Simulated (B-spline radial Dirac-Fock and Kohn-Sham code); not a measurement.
**Conversion-electron coefficients: Re, 151 keV**

Z = 75 (rhenium), transition energy 151 keV. These are calculated numbers from a radial finite-basis atomic code; the model is a Dirac-Hartree-Slater potential of the neutral atom with a Latter tail (no hole, which puts coefficients of high multipoles low close above an edge), finite nucleus with surface currents. Subshells that would emit electrons below 1 keV are left out.

| subshell | electron energy (keV) | E2 | E3 | M2 | M3 | M5 |
| --- | --- | --- | --- | --- | --- | --- |
| K | 79.32 | 0.348 | 0.984 | 7.43 | 27.5 | 331 |
| L1 | 138.47 | 0.0388 | 0.216 | 1.63 | 10.7 | 446 |
| L2 | 139.04 | 0.200 | 4.12 | 0.213 | 1.98 | 133 |
| L3 | 140.47 | 0.152 | 2.64 | 0.251 | 8.03 | 1420 |
| M1 | 148.07 | 0.00889 | 0.0592 | 0.391 | 2.76 | 134 |
| M2 | 148.32 | 0.0500 | 1.07 | 0.0553 | 0.535 | 39.3 |
| M3 | 148.63 | 0.0392 | 0.701 | 0.0669 | 2.25 | 449 |
| M4 | 149.05 | 0.000422 | 0.0147 | 0.000932 | 0.0357 | 12.7 |
| M5 | 149.12 | 0.000321 | 0.0171 | 0.000106 | 0.0161 | 31.9 |
| total |  | 0.865 | 10.4 | 10.2 | 55.5 | 3190 |

Q: For a pure E2 transition, what fraction of decays emits a photon?

A: 1/(1 + α) = 0.536 with the total α = 0.865; the total includes the outer subshells that are not listed.
